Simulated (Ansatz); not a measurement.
## Ligand exchange: C4H9Br + NaI → C4H9I + NaBr

Species: C4H9Br (2-bromo-2-methylpropane) `CC(C)(C)Br`, singlet; NaI (Sodium Iodide), singlet; C4H9I (tert-butyl iodide) `CC(C)(C)I`, singlet; NaBr, singlet. The partners trade Br for I: C–Br and Na–I bonds give way to C–I and Na–Br.

Shapes, held fixed at every level: PBE0-D4/def2-TZVP. Programs: Ansatz 0.2.0. The zero-point and thermal change to 298 K, harmonic and unscaled (PBE0-D4/def2-TZVP), is -0.6 kJ/mol.

Q: Estimate ΔH(298 K) of this reaction.

A: The highest level, CCSD(T)/def2-TZVPP, gives ΔH(298 K) = +5.1 kJ/mol; the levels span +5.1 to +18.7. The column of differences is taken from that level and isn't an error. No measured value is set beside it here. For atoms past krypton def2 sets carry core potentials with scalar relativity. Relativity is left out for Br unless named. Correlated rows may include outer-core shells of Br, I, Na, which these sets cover unevenly.

| level | kind | ΔH(298 K) (kJ/mol) | less CCSD(T)/def2-TZVPP |
| --- | --- | --- | --- |
| HF/def2-TZVPP | Hartree–Fock | +18.7 | +13.6 |
| SPW92/def2-TZVPP | LDA | +8.9 | +3.8 |
| r2SCAN0-D4/def2-TZVPP | global hybrid | +10.0 | +4.9 |
| wB97X-V/def2-TZVPP | range-separated hybrid | +9.5 | +4.4 |
| MP2/def2-SVP | perturbation theory | +11.7 | +6.6 |
| CCSD(T)/def2-SVP | coupled cluster or CI | +12.2 | +7.1 |
| CCSD(T)/def2-TZVPP | coupled cluster or CI | +5.1 | 0.0 |
